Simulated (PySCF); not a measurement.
# Electron correlation in Cd (cadmium, neutral)

[Kr] 4d10 5s1 6s1, high-spin 3S determinant (an excited configuration). Computed with PySCF 2.14 in aug-cc-pVTZ-PP with ECP28MDF (6s6p5d3f2g, 88 functions), with a scalar-relativistic core potential. Frozen: 4s2 4p6; 12 electrons correlated.

| level | correlation energy (mhartree) |
| --- | --- |
| CCSD | -391.94 |
| (T) | -13.74 |
| CCSD(T) | -405.68 |

Diagnostics: T1 = 0.011, D1 = 0.0506, largest double amplitude 0.035.

Is a single reference adequate?

Yes, within this model without spin-orbit coupling: T1 lies below 0.03 and no double amplitude reaches 0.07.
